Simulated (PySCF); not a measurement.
## How methods differ on the excitation energy of Si

Si [Ne] 3s2 3p2 (3P) → Si [Ne] 3s1 3p2 4s1 (5P), as a difference of total energies. Calculation: PySCF 2.14, in aug-cc-pCVQZ-DK (10s9p7d5f3g, 134 functions); the spin-free X2C one-electron Hamiltonian (Gaussian nucleus). Correlated levels: valence: [Ne] frozen; valence and next inner shell: 1s2 frozen; nothing frozen. The calculations carry no spin-orbit coupling.

| method | excitation energy (cm⁻¹) |
| --- | --- |
| UHF | 68777 |
| LDA | 81600 |
| PBE | 80922 |
| PBE0 | 80355 |
| r2SCAN | 78590 |
| M06 | 82824 |
| TPSS | 81614 |
| r2SCAN0 | 78829 |
| MP2 (valence) | 78490 |
| SCS-MP2 (valence) | 81565 |
| MP2 (valence and next inner shell) | 79909 |
| SCS-MP2 (valence and next inner shell) | 82636 |
| MP2 (all electrons) | 79883 |
| SCS-MP2 (all electrons) | 82620 |

The upper state lies above the first ionisation limit, but in LS coupling its spin forbids autoionisation to the ground ion. A Rydberg-like electron needs more diffuse functions than a valence basis has.

The promoted electron is Rydberg-like, and one or two diffuse shells describe it only roughly, which tends to raise the upper state.
